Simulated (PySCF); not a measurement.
Compound: C2H8F3GeNSi.
InChI=1S/C2H8F3GeNSi/c3-2(4,5)1-7(6)8/h1H2,6,8H3

A linear-response calculation (PySCF, def2-SVPD basis, gas phase, vertical, core orbitals frozen in the response) gave these numbers; the functional is withheld.

Orbital energies (eV): HOMO-3 -11.33, HOMO-2 -11.07, HOMO-1 -10.93, HOMO -8.71, LUMO 0.74, LUMO+1 0.86, LUMO+2 1.45.

```tsv
state	E (eV)	f	main configurations (H = HOMO, L = LUMO)
S1	6.19	0.0002	H→L (55%), H→L+1 (40%)
S2	6.81	0.033	H→L+1 (45%), H→L (32%), H→L+2 (10%)
S3	6.96	0.015	H→L+2 (52%), H→L+3 (21%), H→L (9%)
S4	7.39	0.010	H→L+3 (43%), H→L+5 (30%), H→L+2 (13%)
S5	7.69	0.0068	H→L+4 (39%), H→L+5 (31%), H→L+6 (8%)
S6	7.73	0.010	H→L+4 (30%), H→L+5 (22%), H→L+3 (13%)
```

Triplets (Tamm–Dancoff): T1 5.81 eV, H→L+1 (58%), H→L (32%); T2 6.57 eV, H→L (60%), H→L+1 (29%); T3 6.72 eV, H→L+2 (60%), H→L+3 (21%), H→L+4 (8%); T4 7.17 eV, H→L+3 (46%), H→L+5 (19%), H→L+2 (10%).

Vertical ionisation energy by ΔSCF with the same functional: 9.25 eV. Mean static polarisability: 90.8 au.

Question: Which of these was used?
A. HF
B. CAM-B3LYP
C. PBE
D. PBE0

Answer: B. CAM-B3LYP is range-separated, 19% exact exchange at short range and 65% at long range (ω = 0.33 bohr⁻¹). In this run −ε(HOMO) = 8.71 eV differs from the ΔSCF value by -0.54 eV, and S1 differs from the orbital gap of 9.45 eV by -3.26 eV. The ratio −ε(HOMO)/IP is 0.94. Usual ranges for neutral molecules in this basis: 0.85 to 0.93 with CAM-B3LYP, 0.5 to 0.7 with PBE, 0.7 to 0.83 with PBE0; with Hartree–Fock the ratio is 1 or more (Koopmans' value less the relaxation energy is the ΔSCF value).

Computed with PySCF 2.14.0, density-fitted response routines, TDDFT CAM-B3LYP/def2-SVPD, vertical, gas phase, core orbitals frozen in the response. Geometry: PBE0-D3(BJ)/def2-SVP, one conformer, isolated molecule. The CAM-B3LYP/def2-SVPD calculation is non-relativistic and has no spin–orbit coupling, an omission that weighs most on germanium.

Shape of the structure used: `[F:1][C:2]([F:3])([F:4])[CH2:5][N:6]([SiH3:7])[GeH3:8]`: F1–C2–C5–N6 58°, C2–C5–N6–Si7 -87°.

Without π bonds the low states are Rydberg-like; a valence basis with one diffuse set may place them up to an eV too high.
